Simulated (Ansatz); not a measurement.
Total energies of C$_{2}$H$_{6}$MoOS (`[CH3][Mo]([CH3])(=[O])=[S]`).

Z-matrix (Å, degrees):
```
C
Mo 1 2.088
H 1 1.091 2 112.8
H 1 1.096 2 107.3 3 120.1
H 1 1.095 2 108.5 3 -120.9
C 2 2.088 1 113.6 3 -179.7
O 2 1.667 1 107.9 3 -60.1
S 2 2.106 1 108.3 3 60.0
H 6 1.096 2 107.3 1 59.5
H 6 1.091 2 112.8 1 179.5
H 6 1.095 2 108.5 1 -59.6
```

Charge 0, multiplicity 1. Correlated methods include outer-core shells of Mo, which these sets cover unevenly. Mo: def2 effective core potential. Geometry: relaxed with PBE0-D4/def2-TZVP. Basis def2-TZVPP, the Gaussian-basis code of Ansatz.

RPA on PBE orbitals: Hartree–Fock energy of these orbitals -619.15269 Eh, correlation -2.05794 Eh (frozen core).

```csv
functional,energy without D4 (Eh),D4 term (kJ/mol)
LDA (SPW92),-618.85709,–
PBE,-621.30728,-28.6
revPBE,-621.57848,-74.8
BLYP,-621.56154,-60.7
r2SCAN,-621.55832,-7.0
B97M-V,-621.50866,–
PBE0,-621.27930,-24.6
B3LYP,-621.66333,-46.3
r2SCANh,-621.51508,-7.6
r2SCAN0,-621.45211,-8.4
HSE06 (plane-wave form),-621.26361,-23.2
BHLYP,-621.36711,-39.0
CAM-B3LYP,-621.49033,-25.4
LC-ωPBE,-621.38902,–
ωB97X-V,-621.44470,–
ωB97M-V,-621.41128,–
B2PLYP,-621.29369,–
PBE-QIDH,-621.11604,–
```

B3LYP takes the VWN-RPA correlation (the form of Gaussian; ORCA's B3LYP/G). HSE06 is the plane-wave form, built on full-range PBE exchange. The double hybrids freeze the cores in their second-order part.

LC-ωPBE has ω = 0.4 bohr⁻¹.
